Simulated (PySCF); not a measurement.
**Correlation energy of Se²⁺ (selenium, charge +2)**

[Ar] 3d10 4s2 4p2, high-spin 3P determinant. Computed with PySCF 2.14 in x2c-TZVPPall with one added diffuse shell each of s, p, d type (7s6p5d1f, 57 functions), with scalar relativity by spin-free X2C-1e. Frozen: [Ar] 3d10; 4 electrons correlated.

```
  level  correlation energy (mhartree)
   CCSD                         -72.60
    (T)                          -1.50
CCSD(T)                         -74.10
```

Diagnostics: T1 = 0.0063, D1 = 0.0167, largest double amplitude 0.092.

Cost of the coupled-cluster step: of the order of 1 core-seconds, for 4 correlated electrons.
